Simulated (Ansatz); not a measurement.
Ansatz (a quantum-chemistry and plane-wave program) job for F4S, SMILES FS(F)(F)F, PBE/def2-SVPD. Coordinates come from a TPSSh-D3(BJ)/def2-SVP optimisation.

Ansatz 0.2 input:
```yaml
crystal:
  periodic: [false, false, false]
  atoms:
    - {symbol: F, position_ang: [1.23354103, 0.00000001, 0.62218938]}
    - {symbol: S, position_ang: [0.00000000, -0.00000000, -0.39029676]}
    - {symbol: F, position_ang: [0.00000001, -1.66789100, -0.27525893]}
    - {symbol: F, position_ang: [-0.00000000, 1.66789100, -0.27525893]}
    - {symbol: F, position_ang: [-1.23354103, -0.00000001, 0.62218938]}
basis:
  gaussian:
    orbitals: def2-SVPD
hamiltonian:
  xc: {name: PBE}
```

It prints:

```
WARN ansatz: RAYON_NUM_THREADS=1 ignored (pool sized by the plan → 1); use --threads N
Functional definition: PBE
integrals: 0.05 GiB planned
1010 factors; their error is unknown
mean field: 0.35 GiB planned
mean field evaluation 1: about -21669.1124 eV, gradient 6.4e1 eV
mean field evaluation 2: about -21631.6810 eV, gradient 1.7e2 eV
mean field evaluation 4: about -21675.5493 eV, gradient 1.1e1 eV
mean field evaluation 8: about -21675.7039 eV, gradient 1.1e-1 eV
mean field -21675.70396190 eV, -796.5674282799 hartree, gradient 4.3e-5 eV, S^2 0.000000; 0 other end points of the search recorded, 0 dependent functions left out
reference -21675.70400900 eV, -796.5674300109 hartree; 26, 26 occupied and 93, 93 virtual orbitals, 1010 factors
Total energy: -21675.70400900 eV, -796.5674300109 hartree
```

The run converged.

Cost: around 0.9 core-seconds (rough).
